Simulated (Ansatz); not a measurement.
Consider the atomization: `NB(N)O[SiH3]` → B• + 7 H• + 2 N• + O• + Si•.

Calculated with Ansatz (gas phase, PBE0-D4/def2-TZVP geometries, no zero-point term in ΔE). CCSD(T)/CBS adds triple-zeta CCSD(T) − MP2 to the extrapolated MP2 energy (def2 sets, frozen cores). This one scheme is used for every species, atoms too. DFT in def2-TZVPP. B3LYP here is the variant with VWN-RPA as its local correlation; programs differ in this. HSE06 is defined as in plane-wave codes. Open shells (•) are unrestricted, without spin–orbit coupling. Spin–orbit coupling would lower the free atoms: a little for B, O, Si. Each species was taken in one conformer, which may not be the lowest.

```tsv
level	ΔE (kJ/mol)	difference from CCSD(T)/CBS
LDA (SPW92)	5142.5	619.2
r2SCAN-D4	4516.5	-6.8
B3LYP-D4	4546.6	23.3
r2SCAN0-D4	4447.8	-75.5
HSE06-D4	4504.2	-19.1
BHLYP-D4	4422.0	-101.3
B2PLYP	4489.8	-33.5
BLYP	4492.1	-31.2
r2SCAN	4510.9	-12.4
PBE0	4482.4	-40.9
HF/def2-SVP	3265.5	-1257.8
MP2/def2-SVP	4268.8	-254.5
SCS-MP2/def2-TZVPP	4466.5	-56.8
MP2/def2-QZVPP	4537.4	14.1
HF/CBS(def2)	3283.6	-1239.7
MP2/CBS(def2)	4591.1	67.8
CCSD(T)/CBS	4523.3	0
```

(1) What do rigid-rotor, harmonic-oscillator terms from PBE0-D4/def2-TZVP frequencies (298.15 K, 1 bar) make of the CCSD(T)/CBS value? (Estimate.)

Largest T1 diagnostic among the species: 0.014.

## Answers

(1) Computed: ΔZPE = -230.8 kJ/mol, ΔH = +4343.4 kJ/mol, ΔS = 1229 J/(mol·K), ΔG = +3977.0 kJ/mol. Open shells count their whole term as degenerate. Modes under 50 cm⁻¹ make the entropy rough.

Leaving LDA and LC-ωPBE aside and taking each functional with its dispersion term where it has one, the values, not all of them listed here, spread over 158.0 kJ/mol, from BHLYP-D4 to PBE-D4. LDA lies +584.5 kJ/mol from PBE without D4, its usual overbinding. At CCSD(T), def2-SVP lies −308.1 kJ/mol from the extrapolated value and def2-TZVPP −134.9 kJ/mol: correlation converges slowly with the basis, and small sets miss more of it in the bonded molecule than in its fragments. From r2SCAN to r2SCAN0 (25 % exact exchange), in def2-TZVPP and without D4, ΔE moves by −69.6 kJ/mol: exact exchange takes away binding that semilocal exchange gives to molecules.

For atomizations the MP2-based limit and the directly extrapolated one differ by several kJ/mol either way, and by 10 to 25 for some Ge, Se and Sn compounds, so smaller differences from it don't rank the levels.
